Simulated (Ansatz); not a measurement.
`F[SiH]([SiH3])I` + H₂O → `O[SiH](F)I` + SiH₄  (formal hydrolysis of the Si–Si bond)

Computed with Ansatz on PBE0-D4/def2-TZVP structures; ΔE is electronic, products minus reactants. CCSD(T)/CBS adds triple-zeta CCSD(T) − MP2 to the extrapolated MP2 energy (def2 sets, frozen cores). This one scheme is used for every species. DFT in def2-TZVPP. B3LYP here is the variant with VWN-RPA as its local correlation; programs differ in this. HSE06 is defined as in plane-wave codes. Elements past krypton have def2 core potentials. For I outer-core shells are correlated without core-valence functions, which leaves a few kJ/mol of doubt a bond. Each species was taken in one conformer, which may not be the lowest.

```tsv
level	ΔE (kJ/mol)	difference from CCSD(T)/CBS
B97M-V	-117.9	-4.1
r2SCAN0-D4	-118.2	-4.4
HSE06-D4	-102.5	11.3
BHLYP-D4	-123.8	-10.0
ωB97X-V	-117.5	-3.7
revPBE	-97.9	15.9
r2SCAN	-117.7	-3.9
PBE0	-105.8	8.0
B3LYP	-121.6	-7.8
r2SCAN0	-119.3	-5.5
RPA@PBE/def2-TZVPP	-118.2	-4.4
CCSD/def2-SVP	-119.6	-5.8
CCSD(T)/def2-SVP	-118.0	-4.2
HF/def2-TZVPP	-140.8	-27.0
CCSD/def2-TZVPP	-121.7	-7.9
HF/def2-QZVPP	-141.6	-27.8
CCSD(T)/CBS	-113.8	0
```

Largest T1 diagnostic among the species: 0.011.

From BLYP to BHLYP (50 % exact exchange), in def2-TZVPP and without D4, ΔE moves by −12.9 kJ/mol. The D4 term adds +5.0 kJ/mol with B3LYP and +3.0 kJ/mol with PBE0; it sums over pairs of atoms, weighted by their polarisabilities, and B3LYP, whose exchange is more repulsive, gets the larger term.

CCSD(T)/CBS has its own doubt, a few kJ/mol and more with outer-core shells, so smaller differences from it don't rank the levels.
